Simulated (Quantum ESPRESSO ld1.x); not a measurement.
Question: These are the eigenvalues of the occupied orbitals of an atom or ion with whole-number occupations (hartree). Method: scalar-relativistic Kohn-Sham, LDA (Slater exchange, Perdew-Wang correlation), spin-polarised, spherical densities, point nucleus; computed with ld1.x of Quantum ESPRESSO 7.5.

1s down: -655.132
1s up: -655.132
2s up: -91.6835
2s down: -91.6798
2p up: -81.9352
2p down: -81.9324
3s up: -15.8577
3s down: -15.8550
3p up: -12.6826
3p down: -12.6797
3d up: -7.45436
3d down: -7.45035
4s up: -3.01078
4s down: -2.98850
4p up: -2.19067
4p down: -2.16578
4d up: -1.05598

Which element is it, and in what charge state? The configuration may be excited. Open shells, if any, are filled with parallel spins first.

Answer: Z = 40, zirconium, charge +3: Zr3+ in [Kr] 4d1. The list shows which subshells hold electrons but not how many an open one holds; the 1s level, -655.13 hartree, gives Z - s = 36.2 by -(Z - s)^2/2, which with screening and relativity narrows Z to a few neighbours, and the depths of the outer levels then fix element, charge and occupations together.
